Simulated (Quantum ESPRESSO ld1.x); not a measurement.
Results of a calculation; reference values are marked as such.
One sound ld1.x (Quantum ESPRESSO 7.5) input for neutral copper gives E = -1653.543 hartree in 28 iterations:

```
 &input
    zed=29.0,
    iswitch=1,
    rel=2,
    dft='PBESOL',
    config='[Ar] 3d10 4s1',
    lsmall=.true.,
    prefix='ld1',
    max_out_wfc=37,
    file_charge='ld1.rho',
 /
```

Changed or added lines, one case at a time, and what came of them:

- noscf=.true.: ran as typed. With noscf the program prints the levels of a bare nucleus, with no screening and no total energy; they are not those of the atom.
- isic=1 latt=1: refused. The program stops in ld1_readin with "isic and latter correction not allowed": the two corrections exclude each other.
- beta=1.0: harmless. The Broyden-type mixing copes: 16 iterations against 28, same energy.
- config='[Ar] 3d10 4s': refused. The program stops in el_config with "no occupancy field?": each term needs its occupation.
- rmax=3.0: not converged. The mesh cuts the orbital tails; the cycle ends with warnings and the numbers are not to be used.
- tr2=1e-22: usable despite the warning. The threshold lies below the rounding noise, so the cycle runs to its limit and warns, but the energy differs from the sound run by less than 1e-5 hartree.
- xmin=-20.0: not converged. The mesh starts very near the nucleus; the cycle ends with warnings and the numbers are not to be used.
